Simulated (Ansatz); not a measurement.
Consider the cleavage of the Si–P bond: `P[SiH2][GaH2]` + H–F → `F[SiH2][GaH2]` + PH₃.

Program: Ansatz. Geometries: PBE0-D4/def2-TZVP. ΔE: electronic, gas phase. CCSD(T)/CBS adds triple-zeta CCSD(T) − MP2 to the extrapolated MP2 energy (def2 sets, frozen cores). This one scheme is used for every species. Functionals use def2-TZVPP. B3LYP here is the variant with VWN-RPA as its local correlation; programs differ in this. HSE06 is defined as in plane-wave codes. For Ga outer-core shells are correlated without core-valence functions, which leaves a few kJ/mol of doubt a bond. Scalar relativity is left out up to krypton. Each species was taken in one conformer, which may not be the lowest.

| level | ΔE (kJ/mol) | difference from CCSD(T)/CBS |
| --- | --- | --- |
| B97M-V | -99.2 | -8.3 |
| B3LYP-D4 | -98.5 | -7.6 |
| r2SCANh-D4 | -92.8 | -1.9 |
| BHLYP-D4 | -103.9 | -13.0 |
| CAM-B3LYP-D4 | -108.3 | -17.4 |
| B2PLYP | -104.3 | -13.4 |
| PBE | -84.5 | 6.4 |
| r2SCAN | -95.4 | -4.5 |
| B3LYP | -109.1 | -18.2 |
| r2SCANh | -94.6 | -3.7 |
| r2SCAN0 | -93.7 | -2.8 |
| HSE06 | -84.8 | 6.1 |
| RPA@PBE/def2-TZVPP | -98.4 | -7.5 |
| HF/def2-TZVPP | -125.3 | -34.4 |
| MP2/def2-TZVPP | -90.4 | 0.5 |
| MP2/CBS(def2) | -88.0 | 2.9 |
| CCSD(T)/CBS | -90.9 | 0 |

Largest T1 diagnostic among the species: 0.014.

From BLYP to BHLYP (50 % exact exchange), in def2-TZVPP and without D4, ΔE moves by −4.6 kJ/mol. Leaving LDA and LC-ωPBE aside and taking each functional with its dispersion term where it has one, the values, not all of them listed here, spread over 34.3 kJ/mol, from CAM-B3LYP-D4 to revPBE-D4.
